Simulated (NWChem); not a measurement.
Species: C3H5 cation

```xyz
8

C     -1.1916     0.0000     0.2073
C      0.0000     0.0000    -0.4986
C      1.1916     0.0000     0.2073
H     -2.1547     0.0000    -0.3009
H     -1.2062     0.0000     1.2964
H      0.0000     0.0000    -1.5852
H      2.1547     0.0000    -0.3009
H      1.2062     0.0000     1.2964
```
Atoms are numbered in this order, from 1.

Program: NWChem. Structure relaxed at the B3LYP/6-31G* (spherical d) level. GIAO values for the isolated, static molecule; σ is the absolute isotropic shielding, δ = σ(reference) − σ with the isolated reference molecule computed at the same levels (13C: tetramethylsilane, 1H: tetramethylsilane).

For level PBE0/pcSseg-1:

* **δ H6 (ppm)**: 9.04

How do the values read with level BHandHLYP/pcSseg-1 instead?


| Quantity | Value |
|---|---|
| δ H6 (ppm) | 8.86 |
